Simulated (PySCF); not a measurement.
## Electronic structure of Mo (molybdenum, neutral) at the UHF level

Configuration: [Kr] 4d5 5p1, high-spin 7P determinant (an excited configuration). All numbers are calculated (PySCF 2.14, a scalar-relativistic core potential, in cc-pVTZ-PP with ECP28MDF).

* Total energy: -67.239369 hartree
* One-electron energy: -115.5361 hartree
* Hartree (Coulomb) energy: 55.6851 hartree
* Exchange energy: -7.3884 hartree
* ⟨S²⟩: 12.0019
* ⟨L²⟩: 2.403
* Sum of ⟨r⟩: 24.44 bohr
* Sum of ⟨r²⟩: 65.22 bohr²
* Traceless quadrupole moment −½Σ⟨3z² − r²⟩ along its main axis: -13.3 e·bohr²

| shell | electrons | mean orbital energy (hartree) | spread (hartree) | rms radius, mean of both spins (bohr) |
| --- | --- | --- | --- | --- |
| 4s α | 1 | -3.07449 | 0 | 1.20 |
| 4s β | 1 | -2.83888 | 0 | 1.20 |
| 4p α | 3 | -1.97249 | 0.01100 | 1.34 |
| 4p β | 3 | -1.65785 | 0.00334 | 1.34 |
| 4d α | 5 | -0.40125 | 0.01889 | 2.10 |
| 5p α | 1 | -0.13201 | 0 | 5.44 |

Energies and moments cover only the electrons outside the core potential.
